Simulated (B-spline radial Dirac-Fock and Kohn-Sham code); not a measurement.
# Co³⁺: eigenvalues, ΔSCF and the reference

System: cobalt as Co³⁺ in the configuration [Ar] 3d6.

The density-functional columns are spherical, spin-unpolarised Dirac-Kohn-Sham results without Breit or QED terms: −ε is minus the orbital energy of the initial state and ΔSCF the difference of two total energies. The reference in the last column comes from Dirac-Fock energy differences between relaxed states, corrected for Breit and QED terms. All numbers are from a B-spline atomic structure program, in eV; a selection of levels is shown. For the 1s level of heavy atoms much of the gap between ΔSCF and the reference is the Breit and QED part, -12.9 eV here; for other levels the error of the functional can be larger.

```csv
level,LDA −ε,LDA ΔSCF,PBE −ε,PBE ΔSCF,Dirac-Fock
K,7614.2,7778.7,7630.5,7795.6,7766.2
L1,936.2,964.3,938.0,966.0,986.7
L2,818.4,852.0,818.9,852.4,852.6
L3,803.7,836.7,804.1,837.1,838.1
M1,140.2,151.6,140.7,152.1,160.6
M2,105.0,116.1,105.0,116.1,118.5
M3,103.1,114.1,103.1,114.2,116.6
"M4,5",45.49,55.67,45.16,55.35,53.10
```

Q: Order the estimates of the K (1s) level by their distance from the Dirac-Fock value, nearest first.
A. PBE ΔSCF
B. LDA ΔSCF
C. PBE −ε
D. LDA −ε

A: B (12.6 eV), A (29.4 eV), C (135.7 eV), D (152.0 eV).

Values without a named source are computed, but for edge energies of neutral atoms, which are taken from tables.
